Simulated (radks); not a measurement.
Question: Radial electron density D(r) = 4 pi r^2 rho(r) of an atom or ion with 14 electrons. Method: non-relativistic Kohn-Sham, PBEsol, spin-unpolarised, spherical densities, point nucleus; computed with a radial shooting solver on a logarithmic mesh with Libxc functionals.

```
   r/bohr * D(r) (the largest magnitude, 15.7, reaches the edge; | marks zero)
 0.003574 |*
 0.004062 |*
  0.00458 |*
 0.005206 | *
 0.005869 | *
 0.006671 |  *
 0.007521 |   *
 0.008548 |   *
 0.009715 |     *
  0.01095 |      *
  0.01245 |       *
  0.01404 |         *
  0.01595 |            *
  0.01799 |              *
  0.02044 |                 *
  0.02324 |                     *
   0.0262 |                        *
  0.02978 |                             *
  0.03357 |                                 *
  0.03816 |                                      *
  0.04302 |                                          *
   0.0489 |                                              *
  0.05557 |                                                  *
  0.06266 |                                                     *
  0.07122 |                                                      *
   0.0803 |                                                      *
  0.09126 |                                                    *
   0.1029 |                                                  *
   0.1169 |                                              *
   0.1329 |                                         *
   0.1499 |                                     *
   0.1703 |                                  *
    0.192 |                                 *
   0.2183 |                                  *
   0.2461 |                                    *
   0.2797 |                                        *
   0.3179 |                                             *
   0.3584 |                                                *
   0.4074 |                                                 *
   0.4593 |                                               *
    0.522 |                                           *
   0.5886 |                                     *
    0.669 |                             *
   0.7603 |                     *
   0.8572 |              *
   0.9743 |         *
    1.099 |      *
    1.249 |    *
    1.408 |    *
      1.6 |    *
    1.818 |     *
     2.05 |     *
     2.33 |     *
    2.627 |    *
    2.986 |   *
    3.367 |  *
    3.827 | *
    4.349 |*
    4.904 |*
    5.573 *
    6.284 *
    7.142 *
    8.052 *
    9.152 *
```

What is the nuclear charge?

Answer: Z = 14. The innermost maximum, from 1s, lies near 1/Z = 0.0714 bohr (found: 0.0753), and its height grows with Z. The density is that of neutral silicon in [Ne] 3p4; the configuration itself is not fixed sharply by these data, and Z only to about a unit. D(r) has 3 maxima, at r = 0.0753, 0.404, 2.07 bohr, and minima at 0.195, 1.40 bohr, inside which lie 2.19, 10.31 electrons.
